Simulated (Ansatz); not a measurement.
Pulling on the Si5–H6 bond in BH5OSi (SMILES BO[SiH3]) (multiplicity 1 held, fragments rigid). Energies count from the point at 1.477 Å.
Geometry at that point (charge 0, multiplicity 1):
```xyz
8

B     -0.3553     0.1677     1.7461
H     -1.1220     0.7228     2.4744
H      0.5157    -0.5422     2.1656
O     -0.4893     0.3573     0.4177
Si     0.3307    -0.2012    -0.9148
H      0.8626     0.9682    -1.6432
H     -0.6298    -0.9343    -1.7642
H      1.4354    -1.0943    -0.4978
```

Signs of static correlation in cc-pV(D+d)Z, with CASSCF(2,2), from Ansatz (a first-principles code) runs.

```csv
R (Å),T1 of restricted CCSD,⟨S²⟩ of UHF,largest double amplitude of restricted CCSD,weight of the CASSCF reference in MRCISD,CASSCF natural occupations
1.182,0.014,0.000,0.025,0.892,1.99 0.01
1.329,0.014,0.000,0.026,0.892,1.99 0.01
1.477,0.014,0.000,0.028,0.893,1.98 0.02
1.625,0.014,0.000,0.038,0.893,1.97 0.03
1.772,0.014,0.000,0.051,0.893,1.96 0.04
1.994,0.015,0.000,0.054,0.893,1.94 0.06
2.215,0.017,0.131,0.157,0.893,1.89 0.11
2.585,0.022,0.672,0.272,0.894,1.78 0.22
2.954,0.032,0.877,…,0.893,1.62 0.38
3.397,0.046,0.963,…,0.893,1.40 0.60
3.988,0.061,0.995,0.769,0.893,1.19 0.81
4.726,0.068,1.002,0.904,0.893,1.07 0.93
```

Task: What belongs in the gaps?

Result: 
- 2.954, largest double amplitude of restricted CCSD: 0.405
- 3.397, largest double amplitude of restricted CCSD: 0.576

Doubts at one or more of the structures used: a restricted determinant that unrestricted orbitals would lower (R-CCSD(T)/cc-pV(D+d)Z); other coupled-cluster roots lie near (R-CCSD(T)/cc-pV(D+d)Z); T1 above 0.05 (R-CCSD(T)/cc-pV(D+d)Z, U-CCSD(T)/cc-pV(D+d)Z); a spin-contaminated determinant (U-CCSD(T)/cc-pV(D+d)Z); the program's own flag: other amplitudes (U-CCSD(T)/cc-pV(D+d)Z).
